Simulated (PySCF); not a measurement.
H3Sb, SMILES [SbH3] (connectivity only; charge and spin as stated), charge +1, multiplicity 2.

The structure is a stationary point at PBE-D3(BJ)/def2-TZVPD. The spin state was assumed, not searched. The def2 effective core potentials stand for the cores of Sb; spin–orbit coupling is left out.

All values below come from PySCF with ωB97X/def2-TZVPD.

Task: Estimate the frontier levels, dipole moment and polarisability. (The exact figures need the calculation; the answer reports its results.)

Result: 
* **α spin, highest occupied and lowest empty level**: -16.43 and -4.45 eV
* **β spin, highest occupied and lowest empty level**: -19.39 and -9.28 eV
* **dipole moment about the centre of nuclear charge**: 0.36 D
* **mean static polarisability**: 32.5 bohr³ (4.82 Å³)
* **polarisability, principal values**: 27.4, 35.1, 35.1 bohr³
* **⟨S²⟩**: 0.751 (pure state 0.75)
